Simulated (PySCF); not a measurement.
diphosphane cation (H4P2), SMILES PP (connectivity only; charge and spin as stated), charge +1, multiplicity 2. Geometry: B3LYP-D3(BJ)/def2-TZVP. The multiplicity is an assumed one; other spin states were not compared.

All values below come from B3LYP-D3(BJ)/def2-TZVP (PySCF).

Harmonic wavenumbers (cm⁻¹): 279, 389, 477, 566, 805, 823, 1060, 1061, 2429, 2433, 2459, 2468. Rotational constants (GHz): 68.85, 6.162, 5.985; symmetry number 2.

**Question.** Work out the zero-point energy and the ideal-gas rigid-rotor harmonic-oscillator thermochemistry at 298.15 K and 1 atm.

**Answer.** ZPE = ½ Σ hcν = ½ × 15250 cm⁻¹ = 21.80 kcal/mol. H − E(el) = 25.05 kcal/mol. Entropy in cal/(mol K): translation 38.48, rotation 20.99, vibration 4.31, spin 1.38, total 65.15. G − E(el) = 5.62 kcal/mol. Cp = 15.45 cal/(mol K).
